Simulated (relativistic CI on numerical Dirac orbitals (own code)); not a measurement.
**Sc²⁺ in a cubic cluster: 2p photoemission with charge transfer**

Computed with a charge-transfer multiplet model of a cubic metal-ligand cluster with up to 2 ligand holes, Slater and spin-orbit integrals from Dirac-Coulomb-Breit ions, Slater integrals scaled by 0.8. The parameters are those of a tetrahedral site (10Dq negative, t2 hopping the larger). The ground state mixes d1 with configurations of k ligand holes L, whose averages lie at kΔ + k(k − 1)U_dd/2; a core hole lowers each added d electron by U_cd. 300 K, Lorentzian 0.6 eV and Gaussian 0.8 eV FWHM.

Atomic integrals in eV (Slater integrals scaled, ζ unscaled), ground: F2dd 4.710, F4dd 2.885, zeta_d 0.008; with the core hole: F2dd 4.710, F4dd 2.885, zeta_d 0.020, zeta_core 3.005, F2cd 4.113, G1cd 2.955, G3cd 1.675. Where a configuration has fewer than two d electrons, the dd integrals are those of d2.

Cluster parameters (eV): U_dd = 5.4, U_cd = 6.9, 10Dq = -0.15, 10Dq(ligand) = 0, V(eg) = 1.27, V(t2g) = -2.17, final-state hopping factor = 1.

```csv
Case,n_d,d1,d2L,d3L2,S
Δ = 2.8 eV,1.67,0.43,0.48,0.10,0.50
Δ = 4.8 eV,1.51,0.55,0.40,0.06,0.50
Δ = 7.8 eV,1.33,0.69,0.28,0.03,0.50
```

Weights, n_d and S are thermal averages at 300 K. Binding energies count from the first peak over 30 % of the highest in each spectrum, which can be another peak from case to case. The parameters are a model scan and need not match a compound or its usual spin state. Peaks in eV (height, largest 100):
- Δ = 2.8 eV: 0.0 (100), 4.8 (38), 11.7 (17), 16.5 (9)
- Δ = 4.8 eV: 0.0 (100), 4.6 (41), 10.8 (18), 15.5 (10)
- Δ = 7.8 eV: 0.0 (100), 4.5 (48), 9.9 (17), 14.7 (10)

For the case Δ = 4.8 eV, Δ = 4.8 eV is smaller than U_dd = 5.4 eV, the charge-transfer side of the Zaanen-Sawatzky-Allen scheme. With the core hole the configuration with one ligand hole lies at Δ − U_cd = -4.1, -2.1, 0.9 eV from the one without, in the order of the table; where this is negative the screened configuration lies lower, though the effective hopping of about 5.6 eV (from the holes of the mixed ground state) mixes the two strongly wherever it is as large as the gap.
